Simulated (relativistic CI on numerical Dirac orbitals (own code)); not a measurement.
# L2,3 absorption of manganese in several valence states

Computed multiplet spectra 2p⁶3dⁿ → 2p⁵3dⁿ⁺¹ (Dirac-Coulomb-Breit ions, Slater integrals scaled by 0.8, an assumed crystal field that grows with the charge, no charge transfer; 300 K; Lorentzian 0.4 eV and Gaussian 0.3 eV FWHM at both edges, so that L2 comes out sharper than in experiment). Peaks over 5 % are given in eV from the highest peak in the L3 region of each spectrum (height, largest 100). S of the lowest state is read from ⟨S²⟩, and the branching ratio is the share of L3, cut at the minimum between the edges.

Field parameters in Wybourne normalisation: Oh B⁴₀ = 21Dq, B⁴₄ = √(5/14) B⁴₀. The field is a parameter set, without covalency.

- Mn2+ (d5, Oh, 10Dq = 12750 cm⁻¹): S = 2.50, high spin, branching ratio 0.76; peaks -1.7 (35), 0.0 (100), 1.3 (29), 3.3 (9), 4.1 (6), 9.3 (16), 11.0 (22), 12.2 (17)
- Mn3+ (d4, Oh, 10Dq = 16450 cm⁻¹): S = 2.00, high spin, branching ratio 0.66; peaks -2.1 (56), -1.2 (41), 0.0 (100), 1.2 (60), 6.6 (21), 7.9 (36), 10.3 (30), 11.4 (34), 12.5 (15)
- Mn4+ (d3, Oh, 10Dq = 20150 cm⁻¹): S = 1.50, branching ratio 0.59; peaks -1.7 (58), 0.0 (97), 1.2 (81), 3.5 (17), 5.1 (11), 9.0 (100), 10.3 (41), 11.7 (61)
- Mn5+ (d2, Oh, 10Dq = 23900 cm⁻¹): S = 1.00, branching ratio 0.59; peaks -6.3 (6), -5.7 (7), -3.3 (22), -2.5 (30), -1.6 (24), 0.0 (100), 0.6 (72), 2.0 (34), 3.5 (19), 4.3 (31), 7.0 (25), 8.7 (66), 10.3 (56), 11.4 (61)

The centroid of the whole edge, which also moves with the branching ratio, lies at 645.3 (Mn2+), 648.6 (Mn3+), 653.1 (Mn4+), 657.7 (Mn5+) eV in this ionic model, in steps of 3.3 to 4.6 eV. Compounds show about 1 to 2 eV a unit and lower energies for the high valences, since ligands screen the charge. The multiplet shape follows the d count and the spin state, and so serves as a fingerprint of valence.
